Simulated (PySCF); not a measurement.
**Computed properties of GeI4, SMILES [I][Ge]([I])([I])[I]**

GeI₄, SMILES [I][Ge]([I])([I])[I]. Geometry optimised at ωB97X-D3(BJ)/def2-SVP. The isomer is the one that the SMILES or the coordinates give; other isomers of the formula were not compared. The def2 effective core potentials stand for the cores of I; spin–orbit coupling is left out. The values are those of a single conformer. All values are computed for the isolated molecule unless a solvent is named; none is compared with measurement here.

**Structure.** The optimised structure has Td symmetry. All 9 harmonic modes at ωB97X-D3(BJ)/def2-SVP (PySCF) are real, so it is a minimum. With heavy atoms numbered as in [I:1][Ge:2]([I:3])([I:4])[I:5], the shortest bond between them is I1–Ge2 at 2.474 Å and the longest Ge2–I4 at 2.474 Å.

**Vibrations.** The strongest infrared lines (harmonic, unscaled, degenerate partners summed) lie at 301 cm⁻¹ (146 km/mol, Ge 73 %, I 27 %), 81 cm⁻¹ (3 km/mol, I 85 %, Ge 15 %). The softest mode is at 55 cm⁻¹ and the zero-point energy is 2.1 kcal/mol.

**Electronic structure.** B3LYP/def2-TZVP (PySCF) places the frontier levels at -7.50 and -3.39 eV, a gap of 4.11 eV, and gives a dipole moment of 0.00 D and a mean polarisability of 160.5 bohr³.

**Excitations.** TDA-ωB97X/def2-SVPD (PySCF) has S1 at 3.99 eV (310 nm, f = 0.000, dark); the most intense of the 10 singlets computed lies at 4.60 eV (f = 0.17). Strengths of degenerate partners are summed. T1 (TDA) is at 3.60 eV, 0.39 eV under S1. No vertical singlet excitation falls in the visible range (under 3.1 eV).
